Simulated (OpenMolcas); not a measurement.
# Levels of neutral nitrogen by method

```
Program             : OpenMolcas 26.06
Basis               : ANO-R2 [4s4p2d1f]
Scalar Hamiltonian  : X2C, finite nucleus
Active space        : 5 electrons in 4 orbitals (2s 2p)
State averaging     : 2S+1 = 4 odd, 1 root; 2S+1 = 2 odd, 8 roots; 2S+1 = 4 even, 3 roots
Spin-orbit coupling : state interaction with AMFI integrals over the reference wave functions, term energies averaged over their components
```

Methods on the same reference wave functions:
A. CASSCF
B. SS-CASPT2, IPEA 0.25 Eh, imaginary shift 0.1 Eh (closed shells correlated: 1s)

Energies in cm-1 above 2s2 2p3 4S* 3/2, the measured ground level; measured values from NIST Handbook of Basic Atomic Spectroscopic Data.

```
          Level      A      B  Measured
2s2 2p3 4S* 3/2    0.0    0.0       0.0
2s2 2p3 2D* 3/2  22996  19740     19233
2s2 2p3 2D* 5/2  22997  19740     19224
2s2 2p3 2P* 3/2  30287  29090     28839
2s2 2p3 2P* 1/2  30289  29090     28839
  2s 2p4 4P 5/2  90685  88470     88107
  2s 2p4 4P 3/2  90745  88540     88151
  2s 2p4 4P 1/2  90782  88570     88171
```

Deviations, from unrounded energies. A percentage is the sum of absolute deviations over the sum of measured energies, with the sign that they share, or ± where signs differ.

```
                        Against measurement  Levels      A     B
             mean absolute deviation (cm-1)       7   2600   380
other terms of the ground configuration (%)       4  +10.9  +1.6
                   other configurations (%)       3   +2.9  +0.4
```

B lies closest to measurement on these levels. The largest miss of B in the table is 2s2 2p3 2D* 5/2, by +520 cm-1. The ranking rests on the paired levels alone, and a cruder setting can come out closer through cancelling errors.

From A to B the spin-free energies of the other terms of 2s2 2p3 shown, above 4S*, scale by factors of 0.86 to 0.96.

The lowest spin-free term lies below A's lowest term by 0.117 hartree in B.

CASPT2 breaks the degeneracy within a term, and the mean is taken; among the terms shown or strongly mixed into the levels shown the widest spread is 140 cm-1 (2s2 2p3 2D*, B). Without dynamic correlation excited terms often stand tens of per cent too high (terms of higher spin than the ground term too low), and those without a measured partner can miss by more than the paired ones (holds for A). Computed and measured levels are paired by configuration, term and J; levels that our copy of the source lacks, or whose pairing is in doubt (as where it misses far off the trend of its configuration), stay unpaired and out of the deviations. Levels of configurations outside the active space are missing.

* marks odd parity.
